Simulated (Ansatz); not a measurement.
Abridged output of a molecular run in Ansatz:

```
Functional definition: HF
1304 factors; integrals over basis functions are off by at most 1.1e-3 eV
mean field evaluation 1: about -15436.7862 eV, gradient 8.6e1 eV
mean field evaluation 2: about -15437.0371 eV, gradient 8.6e1 eV
mean field evaluation 4: about -15450.7922 eV, gradient 1.0e1 eV
mean field evaluation 8: about -15451.0525 eV, gradient 1.1e0 eV
mean field evaluation 16: about -15451.0571 eV, gradient 2.7e-6 eV
mean field -15451.05706725 eV, -567.8158741187 hartree, gradient 2.7e-6 eV, S^2 0.000000; 0 other end points of the search recorded, 0 dependent functions left out
6 core orbitals not correlated: weight in the atoms' cores, before any rotation towards them, 1.000 or more for the frozen orbitals, at most 0.000 for the correlated occupied ones
reference -15451.05706725 eV, -567.8158741187 hartree; 28, 28 occupied and 101, 101 virtual orbitals, 1304 factors
second order -43.46147218 eV of doubles, -0.00000000 eV of singles
cycle   1  -39.82040070 eV  change     3.6e0 eV  update   3.4e-1
cycle   2  -41.81786212 eV  change    -2.0e0 eV  update   2.3e-1
cycle   3  -42.22047904 eV  change   -4.0e-1 eV  update   5.2e-2
cycle   4  -42.22049250 eV  change   -1.3e-5 eV  update   2.1e-2
cycle   5  -42.19486754 eV  change    2.6e-2 eV  update   7.2e-3
cycle   6  -42.19214861 eV  change    2.7e-3 eV  update   3.4e-3
cycle   7  -42.19444084 eV  change   -2.3e-3 eV  update   2.0e-3
cycle   8  -42.19362911 eV  change    8.1e-4 eV  update   9.2e-4
cycle   9  -42.19354098 eV  change    8.8e-5 eV  update   4.1e-4
cycle  10  -42.19441834 eV  change   -8.8e-4 eV  update   1.9e-4
cycle  11  -42.19416779 eV  change    2.5e-4 eV  update   8.4e-5
cycle  12  -42.19401359 eV  change    1.5e-4 eV  update   4.2e-5
cycle  13  -42.19410956 eV  change   -9.6e-5 eV  update   2.2e-5
cycle  14  -42.19404512 eV  change    6.4e-5 eV  update   1.5e-5
perturbative correction -1.78784064 eV, -0.0657019316 hartree
Total energy: -15495.03895301 eV, -569.4321786084 hartree
```

Its atoms:

```xyz
11

O    -1.277   -1.318   -0.507
Mo   -0.024    0.011    0.018
O     1.033    1.441    0.688
O     1.077   -1.452    0.204
O     0.684    0.573   -1.586
F    -0.508   -0.058    1.828
F    -1.548    1.081   -0.210
H    -2.184   -1.013   -0.613
H     0.892    1.661    1.615
H     0.764   -2.359    0.283
H     1.092    1.434   -1.721
```

(1) Which basis set was used?
A. def2-SVP
B. cc-pV(T+d)Z
C. cc-pV(Q+d)Z
D. def2-QZVPP

(2) Write the keys of the input that set method, charge and spin (a neutral closed shell needs none for the last two).

Results:

(1) A. It gives 135 functions.

(2) 
```yaml
correlation: {method: ccsd_t}
```
